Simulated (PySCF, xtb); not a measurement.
C₃H₅BFN, SMILES NB1C=C[C@@H]1F.

Coordinates come from a B3LYP-D3(BJ)/def2-SVP optimisation. The structure was generated by enumeration; whether it is a known compound was not checked. One conformer was computed; it need not be the lowest.

These are IEF-PCM-M06-2X/def2-SVP run with PySCF values and carry that method's errors.

The values are the electrostatic part of the solvation free energy, E(continuum) − E(gas) at the gas-phase geometry, in a cavity of scaled van der Waals radii (PySCF's table); cavitation and dispersion terms are not included. In vacuum the orbital gap is 9.31 eV. The dipole moment in vacuum is 2.39 D.

| solvent | ε | ΔG(elec) (kcal/mol) | dipole (D) | gap (eV) |
|---|---|---|---|---|
| water | 78.36 | -5.4 | 2.89 | 9.27 |
| toluene | 2.37 | -2.6 | 2.63 | 9.29 |
| chloroform | 4.71 | ___ | ___ | ___ |

Task: Fill in the missing entries. (An estimate is asked for; the answer gives what the named calculation found.)

Result: 
- chloroform, ΔG(elec) (kcal/mol): -3.9
- chloroform, dipole (D): 2.75
- chloroform, gap (eV): 9.28

For comparison, GFN2-xTB/ALPB(water) (xtb, at the GFN2-xTB geometry, all terms of that model) gives -7.0 kcal/mol.
